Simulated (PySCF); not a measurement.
Br2Si, charge +1, multiplicity 2. Atoms are numbered in the order given.

```xyz
3

Si     0.0000     0.0000     0.8554
Br     0.0000     1.8844    -0.1711
Br     0.0000    -1.8844    -0.1711
```
Charge +1, spin multiplicity 2.

Coordinates come from a B3LYP-D3(BJ)/def2-TZVP optimisation. The multiplicity is an assumed one; other spin states were not compared. The isomer is the one that the SMILES or the coordinates give; other isomers of the formula were not compared.

Level of theory: B3LYP-D3(BJ)/def2-TZVP (PySCF 2.14.0).

Frequencies are harmonic and unscaled.

```json
[
 {"mode": "1", "ν (cm⁻¹)": "118", "IR (km/mol)": "2.8", "moving atoms (share of kinetic energy)": "Br 78 %, Si 22 %"},
 {"mode": "2", "ν (cm⁻¹)": "380", "IR (km/mol)": "19.6", "moving atoms (share of kinetic energy)": "Si 63 %, Br 37 %"},
 {"mode": "3", "ν (cm⁻¹)": "545", "IR (km/mol)": "136.1", "moving atoms (share of kinetic energy)": "Si 81 %, Br 19 %"}
]
```
